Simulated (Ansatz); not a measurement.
Consider the isomerisation: `OC1=N[SiH2]N1` → `N#CN[SiH2]O`.

Calculated with Ansatz (gas phase, PBE0-D4/def2-TZVP geometries, no zero-point term in ΔE). CCSD(T)/CBS adds triple-zeta CCSD(T) − MP2 to the extrapolated MP2 energy (def2 sets, frozen cores). DFT in def2-TZVPP. B3LYP here is the variant with VWN-RPA as its local correlation; programs differ in this. Each species was taken in one conformer, which may not be the lowest.

```json
{"level": "BLYP-D4", "ΔE (kcal/mol)": "-28.5"}
{"level": "B3LYP", "ΔE (kcal/mol)": "-27.8"}
{"level": "MP2/def2-QZVPP", "ΔE (kcal/mol)": "-27.6"}
{"level": "MP2/CBS(def2)", "ΔE (kcal/mol)": "-27.1"}
```

Task: What does CCSD(T)/CBS give? (Estimate.)

Result: Computed: -26.6 kcal/mol. The listed levels differ from it by -1.9, -1.2, -1.0, -0.5 kcal/mol.

Largest T1 diagnostic among the species: 0.014.

In def2-TZVPP, CCSD(T) changes the Hartree–Fock value by +4.2 kcal/mol (the triples alone add +1.0 kcal/mol) and MP2 by +3.6 kcal/mol. Leaving LDA and LC-ωPBE aside and taking each functional with its dispersion term where it has one, the values, not all of them listed here, spread over 9.8 kcal/mol, from B2PLYP to HSE06-D4. LDA lies +8.3 kcal/mol from PBE without D4. From BLYP to BHLYP (50 % exact exchange), in def2-TZVPP and without D4, ΔE moves by +2.1 kcal/mol.
